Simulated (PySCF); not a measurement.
## InSe: energy against distance

Set-up: basis In def2-SVP with ECP28, Se def2-SVP; scalar-relativistic core potentials; PySCF 2.14. Energies in eV from In + Se in their ground configurations at the same level. All curves are PBE0. state 1: ²Π (doublet), unpaired electrons π ↑; state 2: ²Σ⁺ (doublet), unpaired electrons σ ↑, a second solution, started from another occupation; state 3: quartet, unpaired electrons σ ↑, π ↑↑, a mixture of terms (⟨Lz²⟩ = 2.0), a second solution, started from another occupation.

| R (Å) | state 1 | state 2 | state 3 |
| --- | --- | --- | --- |
| 2.289 | -2.184 | -2.810 | 0.2492 |
| 2.396 | -2.610 | -2.910 | -0.1170 |
| 2.502 | -2.840 | -2.870 | -0.3086 |
| 2.582 | -2.919 | -2.785 | -0.3761 |
| 2.662 | -2.939 | -2.669 | -0.4003 |
| 2.742 | -2.915 | -2.535 | -0.3958 |
| 2.848 | -2.832 | -2.341 | -0.3641 |
| 2.981 | -2.673 | -2.089 | -0.3067 |
| 3.141 | -2.437 | -1.789 | -0.2364 |
| 3.354 | -2.091 | -1.411 | -0.1604 |

Question: Put a parabola through the three lowest points of the state 1 curve and estimate Re, k and ωe (reduced mass 47.13 u; 1 eV/Å² = 0.16022 mdyn/Å; ωe = 1302.8·√(k/μ) cm⁻¹).

Answer: Through R = 2.582, 2.662, 2.742 Å the second-order coefficient is 3.44 eV/Å², so Re ≈ 2.658 Å, k ≈ 1.10 mdyn/Å and ωe ≈ 199 cm⁻¹. A polynomial fit of higher order to the unrounded PBE0 energies gives Re = 2.655 Å, k = 1.15 mdyn/Å, ωe = 203 cm⁻¹; anharmonicity and rounding make the difference.

The higher-order fit for each curve: state 1: Re = 2.655 Å, ωe = 203 cm⁻¹, De = 2.94 eV; state 2: Re = 2.411 Å, ωe = 254 cm⁻¹, minimum 2.91 eV below the ground-state fragments; state 3: Re = 2.685 Å, ωe = 149 cm⁻¹, minimum 0.401 eV below the ground-state fragments.

These are scalar-relativistic numbers at best; spin–orbit coupling would shift them, the dissociation energy most. Counting both spins, an empty level lies below a filled one in some of these solutions, because spin and occupation are held. The state is the lowest determinant that a PBE0 search found; another state may lie lower at other levels.
